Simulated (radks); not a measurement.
Trend from Zr to Cd: ionisation energy by Delta-SCF between NIST ground configurations, and size. Calculated with a radial shooting solver on a logarithmic mesh with Libxc functionals: scalar-relativistic Kohn-Sham, BLYP, spin-polarised, spherical densities, point nucleus; open shells are filled with parallel spins first (spin-orbit coupling, left out, can overturn this in heavy ions).

\begin{tabular}{lrrrrrrrr}
species & configuration & configuration of the ion & IE (eV) & NIST (eV) & kind & -e(HOMO) (eV) & outermost & <r> outermost (bohr) \\ \hline
Zr & [Kr] 4d2 5s2 & [Kr] 4d2 5s1 & 6.570 & 6.634 & exp. & 3.804 (4d) & 5s & 3.82 \\
Nb & [Kr] 4d4 5s1 & [Kr] 4d4 & 7.002 & 6.759 & exp. & 3.421 (4d) & 5s & 3.62 \\
Mo & [Kr] 4d5 5s1 & [Kr] 4d5 & 7.281 & 7.092 & exp. & 4.256 (4d) & 5s & 3.49 \\
Tc & [Kr] 4d5 5s2 & [Kr] 4d5 5s1 & 7.230 & 7.119 & exp. & 4.341 (5s) & 5s & 3.47 \\
Ru & [Kr] 4d7 5s1 & [Kr] 4d7 & 7.698 & 7.361 & exp. & 3.879 (4d) & 5s & 3.31 \\
Rh & [Kr] 4d8 5s1 & [Kr] 4d8 & 7.827 & 7.459 & exp. & 4.639 (5s) & 5s & 3.24 \\
Pd & [Kr] 4d10 & [Kr] 4d9 & 8.918 & 8.337 & exp. & 4.026 (4d) & 4d & 1.60 \\
Ag & [Kr] 4d10 5s1 & [Kr] 4d10 & 8.003 & 7.576 & exp. & 4.677 (5s) & 5s & 3.13 \\
Cd & [Kr] 4d10 5s2 & [Kr] 4d10 5s1 & 9.146 & 8.994 & exp. & 5.650 (5s) & 5s & 2.90 \\
\end{tabular}

Reference values: NIST Atomic Spectra Database (exp. = measured, semi-emp. = semi-empirical, theory = theoretical value adopted there). Open shells are spherical and high-spin; term and fine-structure splittings are not resolved.
